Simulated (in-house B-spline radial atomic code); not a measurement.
Removal energies of one electron outside the 1s2 core along the 3-electron series, with the parts due to correlation (partial-wave tail included) and to Breit and QED terms, both contained in the total; recoil is left out. Computed with a B-spline radial code for spherical atoms: frozen-core Dirac-Hartree-Fock with a screened correlation potential.

| ion | Z | removal energy of 3s1/2 (eV) | correlation part of 3s1/2 (eV) | Breit and QED part of 3s1/2 (eV) | removal energy of 3d3/2 (eV) | correlation part of 3d3/2 (eV) | Breit and QED part of 3d3/2 (eV) |
| --- | --- | --- | --- | --- | --- | --- | --- |
| Li | 3 | 2.0189 | 0.010695 | -3.778e-05 | 1.5132 | 0.001278 | -1.5848e-08 |
| Be+ | 4 | 7.2723 | 0.020006 | -0.00021557 | 6.0543 | 0.0052468 | -9.5526e-07 |
| B2+ | 5 | 15.589 | 0.02623 | -0.00063306 | 13.622 | 0.0095664 | -6.0054e-06 |
| C3+ | 6 | 26.946 | 0.030384 | -0.0013986 | 24.215 | 0.013376 | -1.9544e-05 |
| N4+ | 7 | 41.338 | 0.033012 | -0.0026274 | 37.833 | 0.016572 | -4.6268e-05 |
| O5+ | 8 | ? | ? | ? | ? | ? | ? |
| F6+ | 9 | ? | ? | ? | ? | ? | ? |
| Ne7+ | 10 | 102.73 | 0.037015 | -0.010322 | 96.847 | 0.023307 | -0.00025308 |

Problem. Fill in the row of O5+.

Solution. removal energy of 3s1/2 (eV): 58.764; correlation part of 3s1/2 (eV): 0.035236; Breit and QED part of 3s1/2 (eV): -0.0044402; removal energy of 3d3/2 (eV): 54.477; correlation part of 3d3/2 (eV): 0.019233; Breit and QED part of 3d3/2 (eV): -9.0939e-05.

Problem. Fill in the row of F6+.

Solution. removal energy of 3s1/2 (eV): 79.227; correlation part of 3s1/2 (eV): 0.036389; Breit and QED part of 3s1/2 (eV): -0.0069619; removal energy of 3d3/2 (eV): 74.148; correlation part of 3d3/2 (eV): 0.021449; Breit and QED part of 3d3/2 (eV): -0.0001583.
